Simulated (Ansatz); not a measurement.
This singlet lies 1.86 eV below the relaxed triplet at the level frozen-core CCSD(T)/cc-pVTZ // PBE0-D3(BJ)/def2-SVP (Ansatz, a first-principles code).

Species: CH₄OSi, SMILES `C[Si]O` (lower singlet; C–Si–O–H torsion 0°) (charge 0, multiplicity 1).

### Question
Give a relaxed geometry from PBE0-D3(BJ)/def2-SVP (Ansatz).

### Answer
One answer among several that fit: the end point of this relaxation, one of several conformers (outside a Z-matrix the atoms follow the SMILES, hydrogens last).
Z-matrix (Å, degrees):
```
C
H 1 1.1012
H 1 1.1060 2 107.85
H 1 1.1061 2 107.77 3 -115.28
Si 1 1.9173 2 112.89 4 -122.19
O 5 1.6740 1 99.62 2 -179.30
H 6 0.9655 5 118.59 1 0.07
```
